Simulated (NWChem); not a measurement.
silylphosphine (SiPH5); SMILES [SiH3]P

```xyz
7

Si    -0.0001     1.0728    -0.0226
P      0.0000    -1.1937    -0.0996
H     -1.2179     1.5603    -0.7375
H      1.2134     1.5607    -0.7446
H      0.0039     1.6306     1.3646
H     -1.0386    -1.3208     0.8741
H      1.0447    -1.3204     0.8677
```
Atoms are numbered in this order, from 1.

All runs use the structure optimised with PBE0/def2-SVP.

Problem. Give the principal values of the shielding tensors (ppm) of Si1, P2 from Hartree-Fock/6-31G* (spherical d), GIAO (NWChem), with their diamagnetic and paramagnetic parts as GIAO splits them.

Solution. 
| atom | σ11 | σ22 | σ33 | isotropic | diamagnetic | paramagnetic |
|---|---|---|---|---|---|---|
| Si1 | 477.9 | 501.3 | 519.9 | 499.7 | 879.7 | -380.0 |
| P2 | 609.6 | 616.4 | 738.7 | 654.9 | 966.7 | -311.8 |
